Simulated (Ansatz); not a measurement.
Isomers of H5Au4⁻ (singlet), relaxed with r2SCAN-D4/def2-SVPD; total energies from Ansatz at PBE0-D4/def2-TZVPD.

```
isomer                                        description  energy (Eh)
     A  point group not assigned; 8 × Au–H 1.60 to 1.79 Å   -546.13175
     B  point group not assigned; 8 × Au–H 1.60 to 1.79 Å   -546.13174
```

In the def2 sets Au takes a core potential; there is no spin–orbit coupling.

The isomers come from a short search, and lower ones may exist.

Work out the relative energies (1 Eh = 2625.5 kJ/mol) and the Boltzmann populations at 800 K from electronic energies alone (R = 8.314 J/mol/K).

ΔE: A 0.0, B 0.0 kJ/mol. RT = 6.65 kJ/mol. Factors exp(−ΔE/RT): A 1, B 1; sum 2.000. Populations: A 50.0 %, B 50.0 %. Zero-point energy, vibrational entropy and symmetry numbers are left out and can shift these; an error of 4 kJ/mol changes a ratio by a factor of 1.8. Over the other density-functional and correlated levels in def2 sets, the gap between A and B ranges from 0 to 0 kJ/mol.
